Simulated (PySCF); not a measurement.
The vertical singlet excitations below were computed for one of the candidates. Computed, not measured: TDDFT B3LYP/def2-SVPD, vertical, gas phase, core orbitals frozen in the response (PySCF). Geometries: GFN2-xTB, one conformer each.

| state | E (eV) | f |
| --- | --- | --- |
| S1 | 5.06 | 0.023 |
| S2 | 5.72 | 0.025 |
| S3 | 5.82 | 0.0066 |
| S4 | 5.98 | 0.050 |
| S5 | 6.37 | 0.0081 |
| S6 | 6.39 | 0.016 |
| S7 | 6.46 | 0.015 |
| S8 | 6.57 | 0.0085 |

Question: Which candidate is it?
A. `[H]/N=C\C#C/C=N/C`
B. `C#CP(C#C)CC`
C. `[H]/N=C\C1=CC=CN1`

Answer: B. Its S1, at 5.06 eV, is the highest among the candidates; the nearest of the others has S1 at 4.66 eV. S1 is HOMO→LUMO (92%). Löwdin shares by element: HOMO phosphorus 37%, carbon 37% or more (atoms not listed hold the other 26%); LUMO carbon 46% or more, phosphorus 20% (atoms not listed hold the other 35%). At the same level the other candidates give, for their lowest levels:
- `[H]/N=C\c1ccc[nH]1`: 4.66 eV (f 0.003); 4.89 eV (f 0.374); 5.54 eV (f 0.002); 5.56 eV (f 0.013); 6.30 eV (f 0.001); T1 3.20 eV; HOMO -6.23, LUMO -1.19 eV
- `[H]/N=C\C#C/C=N/C`: 3.97 eV (f 0.001); 4.06 eV (f 0.006); 4.64 eV (f 0.003); 4.79 eV (f 0.351); 5.81 eV (f 0.033); T1 3.13 eV; HOMO -7.53, LUMO -2.41 eV

The values belong to the conformer `[CH:1]#[C:2][P:3]([C:4]#[CH:5])[CH2:6][CH3:7]`: C2–P3–C6–C7 73°.
Triplets come from the Tamm–Dancoff approximation.
